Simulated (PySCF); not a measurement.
Isomers of C2H11OPSi2, one GFN2-xTB conformer each. Single-point energies are computed at PBE0/pcSseg-1 (PySCF, gas phase, no added dispersion term), electronic only.

| SMILES | GFN2-xTB relative energy (kJ/mol) |
| --- | --- |
| CCO[Si@H]([SiH3])P | 20.2 |
| CO[SiH2]P[SiH2]C | 0.0 |
| CO[C@@H]([SiH3])[SiH2]P | 179.6 |

Conformers: `[CH3:1][CH2:2][O:3][Si@H:4]([SiH3:5])[PH2:6]` with C1–C2–O3–Si4 -147°, C2–O3–Si4–Si5 164°, O3–Si4–P6–H 79° and 172°; `[CH3:1][O:2][SiH2:3][PH:4][SiH2:5][CH3:6]` with C1–O2–Si3–P4 -42°, O2–Si3–P4–Si5 -168°, Si3–P4–Si5–C6 63°; `[CH3:1][O:2][C@@H:3]([SiH3:4])[SiH2:5][PH2:6]` with C1–O2–C3–Si4 92°, O2–C3–Si5–P6 9°, C3–Si5–P6–H -170° and -77°.

What does PBE0/pcSseg-1 give for the same structures?

```
                 SMILES  PBE0/pcSseg-1 E (Eh)  PBE0/pcSseg-1 (kJ/mol)  GFN2-xTB (kJ/mol)  point group
       CO[SiH2]P[SiH2]C           -1077.82202                     0.0                0.0           C1
     CCO[Si@H]([SiH3])P           -1077.80351                    48.6               20.2           C1
CO[C@@H]([SiH3])[SiH2]P           -1077.74092                   212.9              179.6           C1
```

Both levels put the same isomer lowest; measured from each level's own lowest isomer, the values differ by up to 33.3 kJ/mol (CO[C@@H]([SiH3])[SiH2]P: 179.6 against 212.9). As drawn, the lowest has an Si–O bond, which the highest lacks.

Which frontier levels, dipoles and rotational constants go with these structures?

```json
{"SMILES": "CO[SiH2]P[SiH2]C", "HOMO (eV, PBE0/pcSseg-1)": "-7.14", "LUMO (eV)": "0.04", "dipole (D)": "0.71", "A, B, C (MHz)": "4048, 820.6, 742.0"}
{"SMILES": "CCO[Si@H]([SiH3])P", "HOMO (eV, PBE0/pcSseg-1)": "-7.24", "LUMO (eV)": "-0.33", "dipole (D)": "0.41", "A, B, C (MHz)": "1795, 1217, 817.6"}
{"SMILES": "CO[C@@H]([SiH3])[SiH2]P", "HOMO (eV, PBE0/pcSseg-1)": "-6.87", "LUMO (eV)": "0.18", "dipole (D)": "1.41", "A, B, C (MHz)": "2417, 1226, 908.3"}
```
